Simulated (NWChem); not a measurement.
C4H7N; SMILES C#CCNC

```xyz
12

C      0.4979    -2.2824    -0.1222
C     -0.1585    -1.2610     0.0189
C     -0.9352    -0.0323     0.2223
N     -0.3512     1.1244    -0.4479
C      0.8867     1.5891     0.1532
H      1.0727    -3.1875    -0.2579
H     -1.0619     0.1070     1.3330
H     -1.9579    -0.1920    -0.1842
H     -1.0456     1.8790    -0.4606
H      0.8122     1.8430     1.2443
H      1.2525     2.4861    -0.3852
H      1.6641     0.8031     0.0554
```
Atoms are numbered in this order, from 1.

Level: PBE-D3(BJ)/def2-SVP (NWChem), optimised geometry, unscaled harmonic frequencies. 

```json
[
 {"frequency (cm⁻¹)": "113", "IR intensity (km/mol)": "1.6"},
 {"frequency (cm⁻¹)": "184", "IR intensity (km/mol)": "1.9"},
 {"frequency (cm⁻¹)": "258", "IR intensity (km/mol)": "4.5"},
 {"frequency (cm⁻¹)": "333", "IR intensity (km/mol)": "3.7"},
 {"frequency (cm⁻¹)": "352", "IR intensity (km/mol)": "10.0"},
 {"frequency (cm⁻¹)": "544", "IR intensity (km/mol)": "16.7"},
 {"frequency (cm⁻¹)": "630", "IR intensity (km/mol)": "39.5"},
 {"frequency (cm⁻¹)": "670", "IR intensity (km/mol)": "31.9"},
 {"frequency (cm⁻¹)": "735", "IR intensity (km/mol)": "96.4"},
 {"frequency (cm⁻¹)": "883", "IR intensity (km/mol)": "14.2"},
 {"frequency (cm⁻¹)": "950", "IR intensity (km/mol)": "2.8"},
 {"frequency (cm⁻¹)": "975", "IR intensity (km/mol)": "5.9"},
 {"frequency (cm⁻¹)": "1102", "IR intensity (km/mol)": "5.1"},
 {"frequency (cm⁻¹)": "1118", "IR intensity (km/mol)": "6.6"},
 {"frequency (cm⁻¹)": "1164", "IR intensity (km/mol)": "33.8"},
 {"frequency (cm⁻¹)": "1236", "IR intensity (km/mol)": "16.2"},
 {"frequency (cm⁻¹)": "1319", "IR intensity (km/mol)": "32.1"},
 {"frequency (cm⁻¹)": "1383", "IR intensity (km/mol)": "4.4"},
 {"frequency (cm⁻¹)": "1391", "IR intensity (km/mol)": "0.3"},
 {"frequency (cm⁻¹)": "1415", "IR intensity (km/mol)": "12.0"},
 {"frequency (cm⁻¹)": "1423", "IR intensity (km/mol)": "6.5"},
 {"frequency (cm⁻¹)": "1455", "IR intensity (km/mol)": "6.7"},
 {"frequency (cm⁻¹)": "2168", "IR intensity (km/mol)": "0.5"},
 {"frequency (cm⁻¹)": "2807", "IR intensity (km/mol)": "79.9"},
 {"frequency (cm⁻¹)": "2851", "IR intensity (km/mol)": "110.6"},
 {"frequency (cm⁻¹)": "2988", "IR intensity (km/mol)": "12.1"},
 {"frequency (cm⁻¹)": "3006", "IR intensity (km/mol)": "23.3"},
 {"frequency (cm⁻¹)": "3063", "IR intensity (km/mol)": "15.3"},
 {"frequency (cm⁻¹)": "3409", "IR intensity (km/mol)": "61.6"},
 {"frequency (cm⁻¹)": "3460", "IR intensity (km/mol)": "0.3"}
]
```

```yaml
zero_point_energy: 62.0 kcal/mol
thermal correction to the enthalpy at 298.15 K (with zero-point energy): 66.5 kcal/mol
heat capacity Cv: 21.4 cal/(mol K)
entropy at 298.15 K and 1 atm (symmetry number 1): 76.1 cal/(mol K)
dipole_moment: 1.31 D
```

Rigid rotor and harmonic oscillator.
